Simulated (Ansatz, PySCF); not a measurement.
Al(OH) (AlHO), SMILES [OH][Al] (connectivity only; charge and spin as stated), neutral, multiplicity 1.

The structure is a stationary point at B3LYP-D3(BJ)/def2-TZVPD.

Vertical ionisation energy (IE) and electron affinity (EA) in eV. Rows of orbital energies are one-electron estimates. Where ΔSCF, EOM or ADC give a negative EA the extra electron is unbound and the value depends on the basis.

```
level                                                                        IE     EA
-------------------------------------------------------------------------  ----  -----
−ε(HOMO), −ε(LUMO), M06-2X/def2-TZVPD (PySCF)                              7.52   0.11
−ε(HOMO), −ε(LUMO), B3LYP/def2-TZVPD (PySCF)                               6.50   1.01
−ε(HOMO), −ε(LUMO), PBE/def2-TZVPD (PySCF)                                 5.75   1.55
EOM-CCSD/aug-cc-pVDZ (PySCF)                                               9.00  -0.53
ADC(3)/aug-cc-pVDZ (PySCF)                                                 8.89  -0.46
ΔSCF, CAM-B3LYP/def2-TZVPD (Ansatz), final states of multiplicity 2 and 2  9.14  -0.83
ΔSCF, PBE/def2-TZVPD (Ansatz), final states of multiplicity 2 and 2        9.03  -0.71
```

### Question
What vertical singlet–triplet gap does ΔSCF give with CAM-B3LYP/def2-TZVPD (Ansatz, a first-principles code) and with PBE/def2-TZVPD (Ansatz)? (The exact figures need the calculation; the answer reports its results.)

### Answer
3.42 and 3.28 eV (triplet above singlet where positive).

### Question
Beyond the first one, list the lowest photoelectron lines from ADC(3)/aug-cc-pVDZ (PySCF) with their pole strengths (two spins summed). (The exact figures need the calculation; the answer reports its results.)

### Answer
12.62 eV (1.69), 12.62 eV (1.69), 13.89 eV (0.09), 13.89 eV (0.09).
